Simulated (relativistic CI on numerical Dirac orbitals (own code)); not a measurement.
**Ag VIII: calculation against measurement**

Calculated at this level of theory: Dirac-Coulomb-Breit CI, KLI orbitals optimised for each configuration, a model potential for QED, unscaled Slater integrals (own radial code, finite nucleus).

Configurations in the expansion (outside the closed core [Ar] 3d10): 4s2 4p6 4d4, 4s2 4p6 4d3 5s, 4s2 4p6 4d3 4f, 4s2 4p5 4d5, 4s2 4p6 4d3 5p, 4s 4p6 4d5, 4s2 4p6 4d2 5s 5p, 4s2 4p6 4d3 5d, 4s2 4p6 4d2 4f 5s, 4s2 4p5 4d4 4f, 4s2 4p6 4d3 6s, 4s2 4p6 4d3 6p, 4s2 4p6 4d3 5f, 4s2 4p6 4d3 6d, 4s2 4p6 4d3 5g, 4s2 4p5 4d4 5s, 4s 4p6 4d4 4f, 4s2 4p6 4d3 7s, 4s2 4p6 4d3 7p, 4s2 4p6 4d3 6f, 4s 4p6 4d4 5s, 4s 4p6 4d3 5s 5p, 4s2 4p6 4d2 5s2, 4s2 4p6 4d 4f 5s2, 4s2 4p6 4d 5s2 5p, 4s2 4p6 4d 5s2 5d, 4s2 4p6 4d2 4f2, 4s2 4p6 4d 4f2 5s, 4s2 4p6 4d 4f3, 4s2 4p6 4d 4f2 5p, 4s2 4p6 4d 4f2 5d, 4s2 4p6 4d2 5p2, 4s2 4p6 4d 5s 5p2, 4s2 4p6 4d 4f 5p2, 4s2 4p6 4d 5p3, 4s2 4p6 4d 5p2 5d, 4p6 4d6, 4p5 4d7, 4s 4p6 4d3 5s2, 4s 4p6 4d2 4f 5s2, 4s 4p6 4d2 5s2 5p, 4s 4p6 4d2 5s2 5d. Double excitations out of closed p, d and f shells are left out; levels of such configurations are missing from the list, as are those of other unlisted configurations, and high levels can miss mixing partners. These lack a partner that the ground configuration has and come out too high: 4s2 4p5 4d4 4f, 4s2 4p6 4d3 6s, 4s2 4p6 4d3 6p, 4s2 4p6 4d3 5f, 4s2 4p6 4d3 6d.

```
Configuration  Term (tabulated)  J  Measured (cm⁻¹)  Computed  Error  Purity (%)
  4s2 4p6 4d4                5D  0              0.0         0      0          92
  4s2 4p6 4d4                5D  1           1340.0      1143   -197          95
  4s2 4p6 4d4                5D  2           3212.0      2883   -329          96
  4s2 4p6 4d4                5D  3           5292.0      4914   -378          96
  4s2 4p6 4d4                5D  4           7443.0      7107   -336          94
  4s2 4p6 4d4                3P  0          21309.0     25470   4161          84
  4s2 4p6 4d4                3H  4          23302.0     25470   2168          74
  4s2 4p6 4d4                3H  5          26250.0     28063   1813          85
  4s2 4p6 4d4                3P  1          26526.0     30571   4045          91
  4s2 4p6 4d4                3G  3          26967.0     29967   3000          58
  4s2 4p6 4d4                3F  2          28051.0     31529   3478          92
  4s2 4p6 4d4                3H  6          28185.0     29930   1745          91
  4s2 4p6 4d4                3P  2          32134.0     36233   4099          75
  4s2 4p6 4d4                3F  3          32926.0     35836   2910          59
  4s2 4p6 4d4                3G  5          35077.0     37485   2408          85
  4s2 4p6 4d4                3D  3          36879.0     41008   4129          92
  4s2 4p6 4d4                3D  2          38402.0     42694   4292          65
  4s2 4p6 4d4                3D  1          39191.0     43190   3999          93
  4s2 4p6 4d4                1I  6          39744.0     42236   2492          91
  4s2 4p6 4d4                1G  4          43104.0     46611   3507          73
  4s2 4p6 4d4                1F  3          52004.0     58136   6132          87
  4s2 4p6 4d4                3F  2          61644.0     69552   7908          92
  4s2 4p6 4d4                3F  3          62552.0     70425   7873          90
  4s2 4p6 4d4                3P  1          63371.0     71839   8468          97
  4s2 4p6 4d4                1G  4          69584.0     78483   8899          93
```

Measured levels from Atoms 5, 11 (2017), spectra Ag VII to Ag IX; pairs were made by configuration, J and term (by order where the table uses no LS term), so strongly mixed levels may be paired wrongly.

Mean error by configuration (cm⁻¹): 4s2 4p6 4d4 3595. Over the excited levels the mean absolute error is 3699 cm⁻¹ (24 of the 28 excited levels that our extract of the source holds in range could be paired, and the others can miss by more), and the median relative error of those above 1,000 cm⁻¹ is 11 %.
